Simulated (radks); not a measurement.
Exchange energies: the exact (Fock) value of the Kohn-Sham orbitals and density-functional approximations, as 100 (|E| - |E exact|)/|E exact|, negative where the magnitude is too small. Species: Zr4+ [Kr]; Ba2+ [Xe]; Be+ [He] 2s1; Ca13+ [He] 2s2 2p3; Rb [Kr] 5s1. All-electron calculation, non-relativistic Kohn-Sham, exchange-only LDA, spin-polarised, spherical densities, point nucleus. Program: a radial shooting solver on a logarithmic mesh with Libxc functionals. Every spin shell is full or empty, so the densities are truly spherical. Functionals are evaluated on that one density, not self-consistently.

functional           Zr4+      Ba2+       Be+     Ca13+        Rb
exact (hartree)  -109.327  -188.708  -2.46753  -23.3087  -97.6816
LDA                 -5.37     -4.65    -13.41     -9.71     -5.46
PBE                 -0.45     -0.43     -1.20     -0.98     -0.40
RPBE                -0.21     -0.25     +0.45     -0.08     -0.16
WC                  -0.97     -0.82     -3.26     -2.30     -0.94
AM05                -4.95     -4.35    -10.43     -8.08     -5.03
SOGGA               -2.50     -2.20     -5.74     -4.37     -2.51
EV93                -0.14     -0.39     +4.62     +1.99     -0.05
revTPSS             -0.87     -0.94     +0.28     -0.45     -0.81
Tao-Mo              -0.74     -0.83     +0.56     -0.17     -0.67
